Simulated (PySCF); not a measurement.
**How methods differ on the ionisation energy of Cs(13+)**

Cs(13+) [Kr] 4d6 (5D) → Cs(14+) [Kr] 4d5 (6S), as a difference of total energies. All numbers are calculated (PySCF 2.14, the spin-free X2C one-electron Hamiltonian (Gaussian nucleus), in an uncontracted even-tempered set (21 s from 0.53 bohr⁻², ratio 2.5; 15 p from 0.68 bohr⁻², ratio 2.5; 10 d from 0.68 bohr⁻², ratio 2.5; 4 f from 3.9 bohr⁻², ratio 2.7; 4 g from 5.9 bohr⁻², ratio 2.7)). Correlated levels: outer shells: [Ar] 3d10 frozen; virtual orbitals above 40 to 60 times the deepest correlated orbital energy dropped. The calculations carry no spin-orbit coupling.

| method | ionisation energy (eV) |
| --- | --- |
| UHF | 315.83 |
| LDA | 318.21 |
| PBE | 318.03 |
| PBE0 | 317.94 |
| r2SCAN | 317.68 |
| MP2 (outer shells) | 316.73 |
| SCS-MP2 (outer shells) | 316.81 |

**Question.** How much does correlation contribute at MP2 (outer shells)?

**Answer.** 316.73 − (315.83) = 0.90 eV, measured against UHF.

A first-order spin-orbit estimate (lowest level to lowest level, LS coupling) adds 1.032 eV.

Breit and QED terms and the two-electron picture change are absent.

For comparison: 316 ± 3 eV (theoretical estimate listed by NIST; NIST Atomic Spectra Database, ionization energies).
